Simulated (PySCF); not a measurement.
Isomers of C6H9NO, one conformer each; single-point electronic energies without zero-point terms and without any empirical dispersion term.

All values: CAM-B3LYP/def2-SVPD (PySCF, non-relativistic), each on one gas-phase PBE0-D3(BJ)/def2-SVP geometry that isn't relaxed in the solvent. The solvent is an IEF-PCM continuum (Bondi radii, 1.10 Å for H, scaled by 1.2). Only the electrostatic response of the medium enters.

```
          isomer  relative energy, gas (kcal/mol)  dipole (D)
`C=C1CC(NC=O)C1`                              0.0        3.78
  `CC#CCNC(=O)C`                              4.1        4.02
```

Problem. How do the relative energies look in acetonitrile (ε = 35.69)?

Solution. 
| isomer | relative energy, solvent (kcal/mol) | E(solvent) − E(gas) (kcal/mol) | dipole in solvent (D) |
| --- | --- | --- | --- |
| `C=C1CC(NC=O)C1` | 0.0 | -9.3 | 5.13 |
| `CC#CCNC(=O)C` | 4.0 | -9.4 | 5.48 |

The order is unchanged. Conformers: `[CH2:1]=[C:2]1[CH2:3][CH:4]([NH:5][CH:6]=[O:7])[CH2:8]1` with C3–C4–N5–C6 129°, C4–N5–C6–O7 0°, C1–C2–C3–C4 158°, C2–C3–C4–N5 139°, C3–C4–C8–C2 -15°, C1–C2–C8–C4 -158°; `[CH3:1][C:2]#[C:3][CH2:4][NH:5][C:6]([CH3:7])=[O:8]` with C3–C4–N5–C6 -122°, C4–N5–C6–C7 176°. The gains span 0.1 kcal/mol, the gas-phase energies 4.1 kcal/mol.
